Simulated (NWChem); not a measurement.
## Correlation energy of CHCl2

```xyz
4

Cl     0.1691    -0.0239     1.4703
C     -0.6687     0.1485     0.0000
Cl     0.1691    -0.0239    -1.4703
H     -1.7364    -0.0785     0.0000
```
Charge 0, spin multiplicity 2.

The numbers come from NWChem runs, not from measurements. Structure: optimised with UPBE0/def2-SVP, a minimum by its harmonic frequencies.

Basis set: STO-3G. Each correlation energy counts from its own Hartree-Fock reference.

The correlated methods keep 11 core orbitals frozen. The structure started from a generated list of species. The unpaired electrons of the parent sit in orbitals of symmetry a' (Cs labels of the run); other states weren't searched. The stability of the SCF solutions was not checked. Open-shell Hartree-Fock references start from PBE0 orbitals. No row is a measurement; the coupled-cluster row has its own basis-set and correlation limits.

Question: For the correlation energy, UMP2 gives -54.9 mHa and SCS-UMP2 gives -58.9 mHa. What do CCSD on UHF, CCSD[T] on UHF, CCSD(T) on UHF give?

Answer: CCSD on UHF: -73.5 mHa; CCSD[T] on UHF: -75.0 mHa; CCSD(T) on UHF: -74.7 mHa.
